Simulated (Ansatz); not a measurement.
`CC(C)(O)[SiH3]` + `N[SiH2]S` → `C[SiH](N)S` + `CC(O)[SiH3]`  (formal exchange of groups at a C–C bond)

Gas-phase electronic energies from Ansatz, PBE0-D4/def2-TZVP geometries. CCSD(T)/CBS is the MP2 limit (def2-TZVPP, def2-QZVPP) plus CCSD(T) − MP2 in def2-TZVPP, frozen cores. Functionals use def2-TZVPP. B3LYP here is the variant with VWN-RPA as its local correlation; programs differ in this. One conformer a species, not always the lowest.

`CC(C)(O)[SiH3]`:

Cartesian coordinates in Å:
```
C -0.997 -0.510 0.989
C -0.003 -0.253 -0.134
C 1.422 -0.227 0.401
O -0.132 -1.252 -1.146
Si -0.413 1.374 -1.037
H -0.767 -1.463 1.484
H -0.955 0.273 1.751
H -2.017 -0.567 0.605
H 1.654 -1.179 0.895
H 1.561 0.567 1.138
H 2.141 -0.081 -0.407
H 0.065 -2.108 -0.750
H -0.312 2.501 -0.069
H 0.552 1.602 -2.144
H -1.797 1.325 -1.576
```

`N[SiH2]S`:

Z-matrix (Å, degrees):
```
Si
S 1 2.151
N 1 1.706 2 111.5
H 1 1.484 2 111.6 3 -117.8
H 1 1.485 2 105.8 3 122.4
H 2 1.343 1 94.3 3 -148.1
H 3 1.006 1 122.1 2 53.2
H 3 1.006 1 120.4 2 -98.6
```

`C[SiH](N)S`:

Cartesian coordinates in Å:
```
C -1.378 0.563 0.114
Si 0.424 0.102 0.100
N 0.732 -0.760 -1.344
S 0.988 -1.232 1.683
H -1.627 1.090 1.037
H -1.620 1.223 -0.725
H -2.006 -0.328 0.049
H 1.242 1.332 0.314
H 0.205 -0.581 -2.182
H 1.633 -1.163 -1.538
H 1.409 -0.247 2.492
```

`CC(O)[SiH3]`:

```xyz
12

C    -0.885   -0.674   -0.815
C    -0.373    0.124    0.370
O    -0.774    1.488    0.306
Si    1.520    0.139    0.476
H    -0.573   -1.720   -0.752
H    -1.981   -0.661   -0.849
H    -0.514   -0.260   -1.756
H    -0.749   -0.337    1.297
H    -1.732    1.520    0.226
H     2.090    0.713   -0.772
H     1.999   -1.264    0.624
H     1.973    0.932    1.646
```

```json
{"level": "PBE-D4", "ΔE (kJ/mol)": "-39.1", "difference from CCSD(T)/CBS": "-2.5"}
{"level": "r2SCAN-D4", "ΔE (kJ/mol)": "-39.9", "difference from CCSD(T)/CBS": "-3.3"}
{"level": "PBE0-D4", "ΔE (kJ/mol)": "-39.7", "difference from CCSD(T)/CBS": "-3.1"}
{"level": "B3LYP-D4", "ΔE (kJ/mol)": "-39.4", "difference from CCSD(T)/CBS": "-2.8"}
{"level": "ωB97X-V", "ΔE (kJ/mol)": "-36.6", "difference from CCSD(T)/CBS": "0.0"}
{"level": "ωB97M-V", "ΔE (kJ/mol)": "-38.7", "difference from CCSD(T)/CBS": "-2.1"}
{"level": "B2PLYP", "ΔE (kJ/mol)": "-39.6", "difference from CCSD(T)/CBS": "-3.0"}
{"level": "PBE", "ΔE (kJ/mol)": "-40.8", "difference from CCSD(T)/CBS": "-4.2"}
{"level": "r2SCAN", "ΔE (kJ/mol)": "-40.4", "difference from CCSD(T)/CBS": "-3.8"}
{"level": "PBE0", "ΔE (kJ/mol)": "-41.1", "difference from CCSD(T)/CBS": "-4.5"}
{"level": "B3LYP", "ΔE (kJ/mol)": "-42.0", "difference from CCSD(T)/CBS": "-5.4"}
{"level": "HF/def2-TZVPP", "ΔE (kJ/mol)": "-39.9", "difference from CCSD(T)/CBS": "-3.3"}
{"level": "MP2/def2-TZVPP", "ΔE (kJ/mol)": "-35.8", "difference from CCSD(T)/CBS": "0.8"}
{"level": "SCS-MP2/def2-TZVPP", "ΔE (kJ/mol)": "-35.0", "difference from CCSD(T)/CBS": "1.6"}
{"level": "CCSD/def2-TZVPP", "ΔE (kJ/mol)": "-36.4", "difference from CCSD(T)/CBS": "0.2"}
{"level": "CCSD(T)/def2-TZVPP", "ΔE (kJ/mol)": "-35.2", "difference from CCSD(T)/CBS": "1.4"}
{"level": "HF/def2-QZVPP", "ΔE (kJ/mol)": "-40.1", "difference from CCSD(T)/CBS": "-3.5"}
{"level": "MP2/def2-QZVPP", "ΔE (kJ/mol)": "-36.7", "difference from CCSD(T)/CBS": "-0.1"}
{"level": "SCS-MP2/def2-QZVPP", "ΔE (kJ/mol)": "-36.0", "difference from CCSD(T)/CBS": "0.6"}
{"level": "HF/CBS(def2)", "ΔE (kJ/mol)": "-40.2", "difference from CCSD(T)/CBS": "-3.6"}
{"level": "MP2/CBS(def2)", "ΔE (kJ/mol)": "-37.2", "difference from CCSD(T)/CBS": "-0.6"}
{"level": "CCSD/CBS(def2)", "ΔE (kJ/mol)": "-37.9", "difference from CCSD(T)/CBS": "-1.3"}
{"level": "CCSD(T)/CBS", "ΔE (kJ/mol)": "-36.6", "difference from CCSD(T)/CBS": "0"}
```

Largest T1 diagnostic among the species: 0.011.

In def2-TZVPP, CCSD(T) changes the Hartree–Fock value by +4.7 kJ/mol (the triples alone add +1.2 kJ/mol) and MP2 by +4.1 kJ/mol.

CCSD(T)/CBS has its own doubt, a few kJ/mol and more with outer-core shells, so smaller differences from it don't rank the levels.
